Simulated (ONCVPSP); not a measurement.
Au: one change to an ONCV potential, before and after

```json
{
  "Element": "Au",
  "Generator": "ONCVPSP 4.0.1",
  "Type": "optimised norm-conserving Vanderbilt (ONCV)",
  "Functional": "Wu-Cohen",
  "Relativity": "scalar-relativistic",
  "Frozen core": "[Kr] 4d10 4f14",
  "Valence charge": "19",
  "Reference configuration": "5s2 5p6 5d10 6s1",
  "Partial waves": "5s+6s: rc 1.50 bohr, ncon 3, nbas 7, qcut 10 1/bohr, 2 projectors; 5p: rc 1.20 bohr, ncon 4, nbas 9, qcut 7.8 1/bohr, 2 projectors, debl 3.1 Ha; 5d: rc 2.25 bohr, ncon 5, nbas 9, qcut 5.9 1/bohr, 1 projector",
  "Local potential": "polynomial inside 1.10 bohr (lpopt 4, dvloc0 1 Ha)",
  "Core correction": "Teter function, fcfact 4, rcfact 1.2"
}
```

Change: s: rc 1.88.

Cutoffs: the cutoffs (Ha) at which the residual kinetic energy of the hardest occupied pseudo-wave falls to 1 and 0.1 mHa per electron; they do not see the model core or the augmentation charge, which bear on the density cutoff. Errors are all-electron minus pseudo energies relative to the spin-unpolarised reference configuration.

Task: What does the change do?

Result: The potential gets neither clearly harder nor softer (49 Ha and 178 Ha → 49 Ha and 178 Ha); the p channel sets the loose cutoff, while the largest relative change is in s, which becomes softer; of the 4 tests that both files solve, the error grows in 1 and shrinks in 0 by more than 15 % and 0.3 meV (median size 7.5 → 8.0 meV); neither file shows a bound ghost.

```tsv
quantity	base	changed
cutoff, loose	49 Ha	49 Ha
cutoff, tight	178 Ha	178 Ha
loose cutoff by channel	s 33 Ha, p 49 Ha, d 16 Ha	s 24 Ha, p 49 Ha, d 16 Ha
bound ghosts	none	none
GHOST(+) flags under 300 eV	none	none
error for 5s2 5p6 5d10 6s0, meV [ΔE 9.45 eV]	-1.9	-3.5
error for 5s2 5p6 5d9 6s0, meV [ΔE 30.69 eV]	-10	-11
error for 5s2 5p6 5d8 6s0, meV [ΔE 64.61 eV]	-12	-13
error for 5s2 5p6 5d9 6s1 6p1, meV [ΔE 7.59 eV]	+4.9	+4.7
p: phases at 1.22 bohr within 0.05 rad from the reference energy up to (Ha; the scan ends near 5)	to the end of the scan	to the end of the scan
d: phases at 2.28 bohr within 0.05 rad from the reference energy up to (Ha; the scan ends near 5)	1.2	1.2
rms error of d²Exc/dni dnj with the model core, mHa	2.22	1.67
```
